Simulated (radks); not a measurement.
Question: Ru+, configuration [Kr] 4d7 (the NIST ground configuration). Method: scalar-relativistic Kohn-Sham, PBE, spin-polarised, spherical densities, finite nucleus; open shells are filled with parallel spins first (spin-orbit coupling, left out, can overturn this in heavy ions); Fermi nuclear charge, rms radius 4.4809 fm; computed with a radial shooting solver on a logarithmic mesh with Libxc functionals. Some entries of the table are withheld. Estimate them.

orbital  occ.  eigenvalue (Ry)  <1/r> (bohr^-1)
1s down     1        -1612.851            45.87
1s up       1        -1612.850            45.87
2s up       1        -232.3556            10.37
2s down     1        -232.3268            10.37
2p up       3        -208.1559            10.06
2p down     3        -208.1343            10.06
3s up       1        -41.35495            3.595
3s down     1        -41.34051            3.594
3p up       3        -33.40315            3.423
3p down     3        -33.38665            3.422
3d up       5        -20.61055            3.194
3d down     5        -20.58441            3.194
4s up       1         -6.21105            1.340
4s down     1         -6.07513            1.346
4p up       3              (1)              (2)
4p down     3              (3)              (4)
4d up       5         -0.98153           0.8303
4d down     2         -0.83664           0.8181
5s up       0         -0.80161           0.4242
5s down     0         -0.72716           0.4067
5p up       0         -0.46837           0.3251
5p down     0         -0.42185           0.3073

Answer: 
(1) 4p up eigenvalue (Ry): -4.01688
(2) 4p up <1/r> (bohr^-1): 1.193
(3) 4p down eigenvalue (Ry): -3.87114
(4) 4p down <1/r> (bohr^-1): 1.198
